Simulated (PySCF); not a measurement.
**Two-component Hartree-Fock for V²⁺ (vanadium, charge +2)**

Start: [Ar] 3d2 4p1; 3d5/2 filled at m_j = +3/2, +5/2; 4p3/2 filled at m_j = +3/2. Calculated with PySCF 2.14 in x2c-TZVPall-2c (6s7p4d1f, 54 functions): generalised Hartree-Fock with the X2C-1e Hamiltonian and a Gaussian nucleus; one run each with spin-orbit coupling (SO) switched off, then screened by Boettger's factors. This is a chosen level, not necessarily the ground level.

```csv
spinor shell,electrons,"ε, spin-free (eV)","ε, screened SO (eV)",weight of nominal j (screened SO),"rms radius, screened SO (bohr)"
1s1/2,2,-5545.5,-5545.5,1.000,0.0768
2s1/2,2,-683.24,-683.26,1.000,0.332
2p1/2,2,-571.76,-576.45,0.995,0.301
2p3/2,4,-571.76,-569.51,0.997,0.304
3s1/2,2,-112.24,-112.27,1.000,1.01
3p3/2,4,-79.224,-79.932,0.856,1.08
3p1/2,2,-79.224,-77.880,0.713,1.08
3d5/2,2,-37.879,-37.871,0.896,1.32
4p3/2,1,-18.183,-18.156,1.000,3.40
```

```
   quantity   spin-free  screened SO
E (hartree)  -947.04249   -947.04870
        M_J        11/2         11/2
       ⟨J²⟩      35.755       35.755
       ⟨L²⟩      20.004       20.006
       ⟨S²⟩       3.751        3.751
```

Each row is a mean over spinors that exchange with the open shell spreads, by up to 9.227 eV (3p3/2).

Rows whose weight is well below 1 are mixtures of j = l ± 1/2: exchange outweighs spin-orbit coupling there, and the label is only the starting occupation.

Without spin-orbit coupling the j labels of p, d and f shells carry no meaning; the spin-free column gives the mean over the occupied spinors of each nl shell.
